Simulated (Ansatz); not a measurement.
The cluster PdCl₂⁺, relaxed as a doublet with UKS r2SCAN-D4/def2-TZVP in Ansatz, starting from the r2SCAN-D4/def2-TZVP geometry of the neutral singlet. Force threshold 0.02 eV/Å.

In the def2 sets Pd takes a core potential; there is no spin–orbit coupling. The relaxation made no stability test and no search for a lower SCF solution. No other spin state of charge 1 was run. The structure comes from a short search, and lower isomers may exist.

Start:

```xyz
3

Pd    0.538    0.243    0.710
Cl    0.565   -1.556   -0.496
Cl   -1.104    1.313   -0.214
```

```json
{"step": "1", "energy (eV)": "-28516.9397", "largest force component (eV/Å)": "0.660", "SCF passes": "22"}
{"step": "2", "energy (eV)": "-28516.9659", "largest force component (eV/Å)": "0.057", "SCF passes": "25"}
{"step": "3", "energy (eV)": "-28516.9661", "largest force component (eV/Å)": "0.007", "SCF passes": "29"}
```

Force components are those of the run's own axes.

End:

```xyz
3

Pd    0.543    0.245    0.716
Cl    0.534   -1.508   -0.495
Cl   -1.077    1.263   -0.222
```

By distances, no bond broke or formed. The bond that changes most is Pd1–Cl2, from 2.17 to 2.13 Å (atoms count from 1).

No frequencies were taken in this run, so the end may be a saddle point.

It took 6.5 s on 4 threads of Arm Neoverse V1 on a shared host.
